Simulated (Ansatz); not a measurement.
`CC(=O)OBCl`. Charge 0, multiplicity 1.

| atom | x (Å) | y (Å) | z (Å) |
| --- | --- | --- | --- |
| C1 | -0.374 | 1.529 | -0.563 |
| C2 | 0.311 | 0.206 | -0.500 |
| O3 | 1.291 | -0.118 | -1.093 |
| O4 | -0.372 | -0.655 | 0.334 |
| B5 | 0.226 | -1.738 | 0.901 |
| Cl6 | -0.810 | -2.841 | 1.769 |
| H7 | -0.432 | 1.962 | 0.438 |
| H8 | -1.400 | 1.389 | -0.910 |
| H9 | 0.164 | 2.194 | -1.233 |
| H10 | 1.396 | -1.929 | 0.856 |

(1) Give the diagnostics of a CCSD(T)/def2-TZVPP run (frozen core, the Gaussian-basis code of Ansatz). (Estimate.)

Results:

(1) The calculation gave: T1 = 0.0144, largest single amplitude 0.028, largest double 0.036, (T) share of the correlation energy 4.1 %, 10 CCSD cycles. The RHF solution is stable towards an unrestricted one. T1 lies under the customary mark of 0.02 for closed shells.
